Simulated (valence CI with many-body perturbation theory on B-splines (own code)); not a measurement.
# Cr⁺ in brief

Computed by configuration interaction combined with many-body perturbation theory (CI+MBPT): five valence electrons over a frozen Dirac-Fock core [Ar], a basis of 7 s, 7 p, 8 d, 6 f, 4 g, 1 h functions for each j, with the one-electron correlation potential Σ1, the two-electron term Σ2, the three-electron term Σ3, Breit, model QED; selected CI, second order for the rest, scaled by the run's own slope (own B-spline code, finite nucleus).

Against 16 measured levels this calculation errs by 2020 cm⁻¹ on average and by 3310 at most. These come from a selection out of the NIST Handbook of Basic Atomic Spectroscopic Data. Levels without a partner in it may be off by more, other configurations by 1,000 to 4,000 cm⁻¹. Among the levels kept, up to 2800 cm⁻¹ of a level comes from second order outside the variational space, and about a tenth of that is noise between levels of different J, which matters for small intervals. Only levels of the ground parity were solved; by the run's estimate the other parity begins above the list, which can be wrong where configurations are misplaced.

Rates and lifetimes use the calculated energies. Strong lines usually hold to 10 to 20 %, long lifetimes can be off by a factor of two.

(1) What is the ground level?

(2) What are the static dipole polarisabilities of the lowest levels?

(3) How well does LS coupling describe the low levels?

(4) What is the ionisation energy?

Results:

(1) 3d5 6S_5/2, composition 98 % 3d5 6S, g = 2.002.

(2) 3d5 6S_5/2 13.1; 3d4 4s 6D_1/2 33.7; 3d4 4s 6D_3/2 34.4 (tensor 0.22); 3d4 4s 6D_5/2 34.7 (tensor 0.15) bohr³, of which the core gives 0.811.

(3) Among the lowest 20 levels the leading LS term, summed over configurations, holds 100 % on average. For single configurations the figures are 92 % in LS and 45 % in jj coupling. Terms hardly mix: every one of these levels is at least 95 % one term.

(4) 15.976 eV; NIST lists 16.4863 eV (measured).
